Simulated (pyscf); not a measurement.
# H₃C–C(CH₃)(CH₃)–O–Ge(OH)(OH)–OH (SMILES CC(C)(C)[O][Ge]([OH])([OH])[OH]), singlet

Gas-phase minimum from PySCF at ωB97X-D3(BJ)/def2-SVP, one conformer. 

```
C
O 1 1.4402
C 1 1.5271 2 105.24
H 3 1.1006 1 109.96 2 57.46
H 3 1.1008 4 108.29 1 120.40
H 3 1.1012 4 108.73 5 118.05
C 1 1.5299 2 108.36 3 119.01
H 7 1.1003 1 110.09 2 61.82
H 7 1.1011 8 108.64 1 120.42
H 7 1.1016 8 108.77 9 117.92
C 1 1.5309 2 110.20 3 -119.47
H 11 1.1007 1 110.48 2 54.34
H 11 1.1009 12 108.72 1 -121.54
H 11 1.1015 12 108.56 13 -117.10
Ge 2 1.7484 1 124.89 3 158.40
O 15 1.7578 2 104.89 1 164.66
H 16 0.9650 15 111.57 2 -23.91
O 15 1.7599 2 116.11 1 -77.98
H 18 0.9648 15 111.91 2 -86.59
O 15 1.7618 2 109.37 1 41.19
H 20 0.9651 15 111.64 2 -155.17
```
Charge 0, spin multiplicity 1.

Properties at ωB97X-D3(BJ)/def2-SVP:

```
Property                                                                                                                                                                                                                                                                                                                                                                                                                                   Value
---------------------------------------------------------------------------------------------------------------------  -------------------------------------------------------------------------------------------------------------------------------------------------------------------------------------------------------------------------------------------------------------------------------------------------------------------------
Harmonic wavenumbers, unscaled                                                                                         57, 74, 123, 155, 179, 210, 218, 228, 246, 258, 270, 286, 296, 305, 329, 358, 403, 477, 486, 670, 731, 759, 770, 823, 892, 912, 920, 934, 942, 962, 1028, 1050, 1057, 1244, 1285, 1296, 1403, 1404, 1420, 1453, 1467, 1470, 1484, 1489, 1505, 3066, 3067, 3073, 3162, 3165, 3169, 3173, 3174, 3179, 3901, 3904, 3906 cm⁻¹
Zero-point energy                                                                                                                                                                                                                                                                                                                                                                                                                 106.2 kcal/mol
Rotational symmetry number                                                                                                                                                                                                                                                                                                                                                                                                                     1
Entropy of this conformer at 298 K and 1 atm, rigid rotor and harmonic oscillator, modes under 100 cm⁻¹ raised to 100                                                                                                                                                                                                                                                                                                            456.2 J/(mol K)
Dipole moment                                                                                                                                                                                                                                                                                                                                                                                                                             0.62 D
```

Single-point totals, which compare only within one level:

| level | total energy (hartree) |
|---|---|
| ωB97X-D3(BJ)/def2-TZVP | -2537.96827 |
| PBE/def2-TZVP | -2537.00455 |
| r²SCAN/def2-TZVP | -2537.61656 |
| B3LYP-D3(BJ)/def2-TZVP | -2537.94577 |
| PBE0-D3(BJ)/def2-TZVP | -2537.10367 |
| M06-2X/def2-TZVP | -2537.69867 |
| ωB97M-D3(BJ)/def2-TZVP | -2537.99763 |

Soft torsions are taken as harmonic, which can shift the entropy by several J/(mol K). Elements up to Kr have no core potential and no relativistic terms here.
